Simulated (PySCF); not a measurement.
C3H8N, doublet, at a GFN2-xTB geometry; DF-M062X/def2-SVP (PySCF).

Input for PySCF:
```python
from pyscf import gto, scf, dft

mol = gto.Mole()
mol.atom = '''
    C     1.82249360    0.42793691   -0.09666739
    C     0.55432697   -0.40737668    0.01411334
    N    -0.59535640    0.39768399   -0.06065427
    C    -1.83286018   -0.24865504    0.11188496
    H     2.70199571   -0.21038349   -0.06183143
    H     1.81986148    0.98100061   -1.03152042
    H     1.86845501    1.14159540    0.72112510
    H     0.53618423   -1.16596861   -0.79256862
    H     0.56416073   -0.99443760    0.95295569
    H    -2.37126942    0.24233126    0.93137094
    H    -1.77197261   -1.32823517    0.31270060
    H    -2.44368277   -0.08112148   -0.78363751
'''
mol.basis = 'def2-svp'
mol.spin = 1
mol.verbose = 4
mol.build()

mf = dft.UKS(mol)
mf.xc = 'm062x'
mf = mf.density_fit(auxbasis='def2-universal-jkfit')
mf.kernel()
mf.analyze()
```

It wrote (shortened):

```
PySCF version 2.14.0

[INPUT] verbose = 4
[INPUT] num. atoms = 12
[INPUT] num. electrons = 33
[INPUT] charge = 0
[INPUT] spin (= nelec alpha-beta = 2S) = 1
[INPUT] symmetry False subgroup None
[INPUT] Mole.unit = angstrom
[INPUT] Symbol           X                Y                Z      unit          X                Y                Z       unit  Magmom
[INPUT]  1 C      1.822493600000   0.427936910000  -0.096667390000 AA    3.444013767773   0.808683558493  -0.182674892277 Bohr   0.0
[INPUT]  2 C      0.554326970000  -0.407376680000   0.014113340000 AA    1.047526156760  -0.769830354735   0.026670347303 Bohr   0.0
[INPUT]  3 N     -0.595356400000   0.397683990000  -0.060654270000 AA   -1.125060542507   0.751513825224  -0.114619958585 Bohr   0.0
[INPUT]  4 C     -1.832860180000  -0.248655040000   0.111884960000 AA   -3.463603764821  -0.469889925093   0.211431931858 Bohr   0.0
[INPUT]  5 H      2.701995710000  -0.210383490000  -0.061831430000 AA    5.106031881650  -0.397567177230  -0.116844468590 Bohr   0.0
[INPUT]  6 H      1.819861480000   0.981000610000  -1.031520420000 AA    3.439039781846   1.853822480931  -1.949291085696 Bohr   0.0
[INPUT]  7 H      1.868455010000   1.141595400000   0.721125100000 AA    3.530868244971   2.157302651063   1.362728940550 Bohr   0.0
[INPUT]  8 H      0.536184230000  -1.165968610000  -0.792568620000 AA    1.013241347011  -2.203361342740  -1.497737626724 Bohr   0.0
[INPUT]  9 H      0.564160730000  -0.994437600000   0.952955690000 AA    1.066109269935  -1.879214711970   1.800825262946 Bohr   0.0
[INPUT] 10 H     -2.371269420000   0.242331260000   0.931370940000 AA   -4.481049771356   0.457939712821   1.760035996979 Bohr   0.0
[INPUT] 11 H     -1.771972610000  -1.328235170000   0.312700600000 AA   -3.348542933131  -2.510000700315   0.590918492987 Bohr   0.0
[INPUT] 12 H     -2.443682770000  -0.081121480000  -0.783637510000 AA   -4.617891170619  -0.153297380019  -1.480860274836 Bohr   0.0

nuclear repulsion = 125.305737205423
number of shells = 48
number of NR pGTOs = 152
number of NR cGTOs = 96
basis = def2-svp
ecp = {}

******** <class 'pyscf.df.df_jk.DFUKS'> ********
method = DFUKS
initial guess = minao
damping factor = 0
level_shift factor = 0
DIIS = <class 'pyscf.scf.diis.CDIIS'>
diis_start_cycle = 1
diis_space = 8
diis_damp = 0
SCF conv_tol = 1e-09
SCF conv_tol_grad = None
SCF max_cycles = 50
direct_scf = False
number electrons alpha = 17  beta = 16
XC library pyscf.dft.libxc version 7.1.2
    S. Lehtola, C. Steigemann, M. J. T. Oliveira, and M. A. L. Marques,  SoftwareX 7, 1–5 (2018)
XC functionals = m062x
    Y. Zhao and D. G. Truhlar,  Theor. Chem. Acc. 120, 215 (2008)
    Y. Zhao and D. G. Truhlar,  Theor. Chem. Acc. 120, 215 (2008)
radial grids:
    Treutler-Ahlrichs [JCP 102, 346 (1995); DOI:10.1063/1.469408] (M4) radial grids

becke partition: Becke, JCP 88, 2547 (1988); DOI:10.1063/1.454033
pruning grids: <function nwchem_prune>
grids dens level: 3
symmetrized grids: False
atomic radii adjust function: <function treutler_atomic_radii_adjust>
small_rho_cutoff = 0
Set gradient conv threshold to 3.16228e-05
tot grids = 134720
******** <class 'pyscf.df.df.DF'> ********
auxbasis = def2-universal-jkfit
init E= -173.927013487888

cycle= 1 E= -173.559736814384  delta_E= 0.367  |g|= 0.184  |ddm|=  2.3
cycle= 2 E= -173.577927416131  delta_E= -0.0182  |g|= 0.123  |ddm|= 0.35
cycle= 3 E= -173.585402803636  delta_E= -0.00748  |g|= 0.0329  |ddm|= 0.184
cycle= 4 E= -173.586290739216  delta_E= -0.000888  |g|= 0.012  |ddm|= 0.038
cycle= 5 E= -173.586416599236  delta_E= -0.000126  |g|= 0.00509  |ddm|= 0.0222
cycle= 6 E= -173.586440758108  delta_E= -2.42e-05  |g|= 0.00125  |ddm|= 0.00725
cycle= 7 E= -173.586442253666  delta_E= -1.5e-06  |g|= 0.000299  |ddm|= 0.00256
cycle= 8 E= -173.586442319091  delta_E= -6.54e-08  |g|= 0.000117  |ddm|= 0.000494
cycle= 9 E= -173.586442329102  delta_E= -1e-08  |g|= 3.93e-05  |ddm|= 0.000184
cycle= 10 E= -173.58644233079  delta_E= -1.69e-09  |g|= 1.32e-05  |ddm|= 7.9e-05
cycle= 11 E= -173.586442331226  delta_E= -4.35e-10  |g|= 7.75e-06  |ddm|= 3.99e-05
Extra cycle  E= -173.586442331385  delta_E= -1.6e-10  |g|= 6.28e-06  |ddm|= 2.13e-05
converged SCF energy = -173.586442331385  <S^2> = 0.75380719  2S+1 = 2.0038036
**** SCF Summaries ****
Total Energy =                        -173.586442331385143
Nuclear Repulsion Energy =             125.305737205422901
One-electron Energy =                 -480.680908930950579
Two-electron Energy =                  181.788729394142536
Two-electron Coulomb Energy =          207.834816950802775
DFT Exchange-Correlation Energy =      -26.046087556660240
**** MO energy ****
                             alpha | beta                alpha | beta
MO #1   energy= -14.7515993379125  | -14.7405260452182  occ= 1 | 1
MO #2   energy= -10.5721898704126  | -10.5729404488635  occ= 1 | 1
MO #3   energy= -10.5686358570842  | -10.5693033396396  occ= 1 | 1
MO #4   energy= -10.5336278563139  | -10.5336319094948  occ= 1 | 1
MO #5   energy= -1.01159605041376  | -0.975767308040794 occ= 1 | 1
MO #6   energy= -0.840041096809769 | -0.835078876279614 occ= 1 | 1
MO #7   energy= -0.738481820850922 | -0.730251172956472 occ= 1 | 1
MO #8   energy= -0.655214108159976 | -0.638852451033189 occ= 1 | 1
MO #9   energy= -0.552071307248801 | -0.525608326683561 occ= 1 | 1
MO #10  energy= -0.535945301616292 | -0.52365043038567  occ= 1 | 1
MO #11  energy= -0.511310684666761 | -0.505437366884525 occ= 1 | 1
MO #12  energy= -0.487920670581079 | -0.473474908584088 occ= 1 | 1
MO #13  energy= -0.436984390441916 | -0.433684169638189 occ= 1 | 1
MO #14  energy= -0.417452158398382 | -0.411895083641646 occ= 1 | 1
MO #15  energy= -0.414433986676943 | -0.406764219737827 occ= 1 | 1
MO #16  energy= -0.323902296261896 | -0.298073192448312 occ= 1 | 1
MO #17  energy= -0.292137161059913 | -0.014530675212272 occ= 1 | 0
MO #18  energy= 0.106835458667951  | 0.102620935168456  occ= 0 | 0
MO #19  energy= 0.126091428150682  | 0.124323952173395  occ= 0 | 0
MO #20  energy= 0.156950086973881  | 0.154174411785535  occ= 0 | 0
MO #21  energy= 0.160324940290141  | 0.157514766362273  occ= 0 | 0
MO #22  energy= 0.179251177277818  | 0.177445410820224  occ= 0 | 0
MO #23  energy= 0.186633919583887  | 0.186267729629772  occ= 0 | 0
MO #24  energy= 0.189112870757256  | 0.188125979384725  occ= 0 | 0
MO #25  energy= 0.212697234810868  | 0.216636161246763  occ= 0 | 0

To work with the spin densities directly, `use mulliken_meta_spin()` only printing them here.

 ** Mulliken spin pop alpha/beta on meta-lowdin orthogonal AOs **
 ** Mulliken Spin Density (per AO)  **
spin_pop of  0 C 1s       -0.00000
spin_pop of  0 C 2s       -0.00010
spin_pop of  0 C 3s       -0.00001
spin_pop of  0 C 2px       0.00111
spin_pop of  0 C 2py       0.00064
spin_pop of  0 C 2pz       0.00074
spin_pop of  0 C 3px      -0.00012
spin_pop of  0 C 3py      -0.00006
spin_pop of  0 C 3pz       0.00008
spin_pop of  0 C 3dxy     -0.00001
spin_pop of  0 C 3dyz      0.00002
spin_pop of  0 C 3dz^2    -0.00000
spin_pop of  0 C 3dxz     -0.00001
spin_pop of  0 C 3dx2-y2   -0.00000
spin_pop of  1 C 1s       -0.00000
spin_pop of  1 C 2s       -0.00776
spin_pop of  1 C 3s        0.00008
spin_pop of  1 C 2px      -0.01448
spin_pop of  1 C 2py      -0.01277
spin_pop of  1 C 2pz      -0.01915
spin_pop of  1 C 3px       0.00001
spin_pop of  1 C 3py       0.00008
spin_pop of  1 C 3pz       0.00117
spin_pop of  1 C 3dxy     -0.00006
spin_pop of  1 C 3dyz      0.00061
spin_pop of  1 C 3dz^2    -0.00001
spin_pop of  1 C 3dxz      0.00067
spin_pop of  1 C 3dx2-y2    0.00002
spin_pop of  2 N 1s       -0.00000
spin_pop of  2 N 2s        0.02349
spin_pop of  2 N 3s       -0.00083
spin_pop of  2 N 2px       0.02519
spin_pop of  2 N 2py       0.03576
spin_pop of  2 N 2pz       0.82425
spin_pop of  2 N 3px       0.00012
spin_pop of  2 N 3py      -0.00134
spin_pop of  2 N 3pz       0.00498
spin_pop of  2 N 3dxy      0.00008
spin_pop of  2 N 3dyz      0.00045
spin_pop of  2 N 3dz^2    -0.00002
spin_pop of  2 N 3dxz     -0.00001
spin_pop of  2 N 3dx2-y2    0.00007
spin_pop of  3 C 1s       -0.00000
spin_pop of  3 C 2s       -0.00700
spin_pop of  3 C 3s        0.00011
spin_pop of  3 C 2px      -0.02125
spin_pop of  3 C 2py      -0.00559
spin_pop of  3 C 2pz      -0.01412
spin_pop of  3 C 3px       0.00009
spin_pop of  3 C 3py      -0.00006
spin_pop of  3 C 3pz       0.00070
spin_pop of  3 C 3dxy     -0.00002
spin_pop of  3 C 3dyz      0.00010
spin_pop of  3 C 3dz^2     0.00001
spin_pop of  3 C 3dxz      0.00101
spin_pop of  3 C 3dx2-y2   -0.00002
spin_pop of  4 H 1s       -0.00129
spin_pop of  4 H 2s       -0.00002
spin_pop of  4 H 2px      -0.00000
spin_pop of  4 H 2py      -0.00000
spin_pop of  4 H 2pz       0.00001
spin_pop of  5 H 1s        0.00003
spin_pop of  5 H 2s        0.00007
spin_pop of  5 H 2px       0.00001
spin_pop of  5 H 2py      -0.00000
spin_pop of  5 H 2pz       0.00000
spin_pop of  6 H 1s        0.00009
spin_pop of  6 H 2s        0.00019
spin_pop of  6 H 2px       0.00001
spin_pop of  6 H 2py      -0.00000
spin_pop of  6 H 2pz       0.00000
spin_pop of  7 H 1s        0.05401
spin_pop of  7 H 2s        0.00019
spin_pop of  7 H 2px       0.00007
spin_pop of  7 H 2py       0.00000
spin_pop of  7 H 2pz       0.00006
spin_pop of  8 H 1s        0.04447
spin_pop of  8 H 2s        0.00012
spin_pop of  8 H 2px       0.00005
spin_pop of  8 H 2py       0.00000
spin_pop of  8 H 2pz       0.00005
spin_pop of  9 H 1s        0.04188
spin_pop of  9 H 2s        0.00029
spin_pop of  9 H 2px      -0.00002
spin_pop of  9 H 2py       0.00013
spin_pop of  9 H 2pz       0.00002
spin_pop of  10 H 1s       -0.00117
spin_pop of  10 H 2s       -0.00012
spin_pop of  10 H 2px      -0.00001
spin_pop of  10 H 2py       0.00001
spin_pop of  10 H 2pz       0.00007
spin_pop of  11 H 1s        0.04359
spin_pop of  11 H 2s        0.00028
spin_pop of  11 H 2px      -0.00002
spin_pop of  11 H 2py       0.00008
spin_pop of  11 H 2pz       0.00007
 ** Mulliken Spin Density (per atom)  **
spin density of  0 C =      0.00229
spin density of  1 C =     -0.05161
spin density of  2 N =      0.91218
spin density of  3 C =     -0.04604
spin density of  4 H =     -0.00131
spin density of  5 H =      0.00011
spin density of  6 H =      0.00028
spin density of  7 H =      0.05433
spin density of  8 H =      0.04469
spin density of  9 H =      0.04228
spin density of  10 H =     -0.00121
spin density of  11 H =      0.04400
 ** Mulliken pop alpha/beta on meta-lowdin orthogonal AOs **
 ** Mulliken pop       alpha | beta **
In total            17.00000 | 16.00000
 ** Mulliken atomic charges   ( Nelec_alpha | Nelec_beta ) **
charge of  0C =     -0.28443  (     3.14336      3.14107 )
charge of  1C =     -0.06150  (     3.00495      3.05656 )
charge of  2N =     -0.22199  (     4.06708      3.15490 )
charge of  3C =     -0.19059  (     3.07227      3.11832 )
charge of  4H =      0.09167  (     0.45351      0.45482 )
charge of  5H =      0.09998  (     0.45007      0.44995 )
charge of  6H =      0.09868  (     0.45080      0.45052 )
charge of  7H =      0.08711  (     0.48361      0.42928 )
charge of  8H =      0.08139  (     0.48165      0.43696 )
charge of  9H =      0.11530  (     0.46349      0.42121 )
charge of  10H =      0.06954  (     0.46462      0.46584 )
charge of  11H =      0.11484  (     0.46458      0.42058 )
Dipole moment(X, Y, Z, Debye): -0.25965, -1.40061,  0.22838
```
